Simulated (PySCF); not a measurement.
# Two-component Hartree-Fock for F⁺ (fluorine, charge +1)

Start: [He] 2s2 2p4; 2p1/2 filled at m_j = -1/2, +1/2; 2p3/2 filled at m_j = +1/2, +3/2. Calculated with PySCF 2.14 in x2c-SVPall-2c (3s2p1d, 14 functions): generalised Hartree-Fock with the X2C-1e Hamiltonian and a Gaussian nucleus; one run each with spin-orbit coupling (SO) switched off, then screened by Boettger's factors.

```json
{"spinor shell": "1s1/2", "electrons": "2", "ε, spin-free (eV)": "-739.24", "ε, screened SO (eV)": "-739.23", "weight of nominal j (screened SO)": "1.000", "rms radius, screened SO (bohr)": "0.204"}
{"spinor shell": "2s1/2", "electrons": "2", "ε, spin-free (eV)": "-59.227", "ε, screened SO (eV)": "-59.224", "weight of nominal j (screened SO)": "1.000", "rms radius, screened SO (bohr)": "1.07"}
{"spinor shell": "2p3/2", "electrons": "2", "ε, spin-free (eV)": "-39.582", "ε, screened SO (eV)": "-41.158", "weight of nominal j (screened SO)": "0.832", "rms radius, screened SO (bohr)": "1.09"}
{"spinor shell": "2p1/2", "electrons": "2", "ε, spin-free (eV)": "-39.582", "ε, screened SO (eV)": "-38.010", "weight of nominal j (screened SO)": "0.670", "rms radius, screened SO (bohr)": "1.12"}
```

```csv
quantity,spin-free,screened SO
E (hartree),-98.78839,-98.78915
M_J,2,2
⟨J²⟩,6.006,6.006
⟨L²⟩,2.002,2.002
⟨S²⟩,2.004,2.004
```

Each row is a mean over spinors that exchange with the open shell spreads, by up to 10.958 eV (2s1/2).

Rows whose weight is well below 1 are mixtures of j = l ± 1/2: exchange outweighs spin-orbit coupling there, and the label is only the starting occupation.

Without spin-orbit coupling the j labels of p, d and f shells carry no meaning; the spin-free column gives the mean over the occupied spinors of each nl shell.
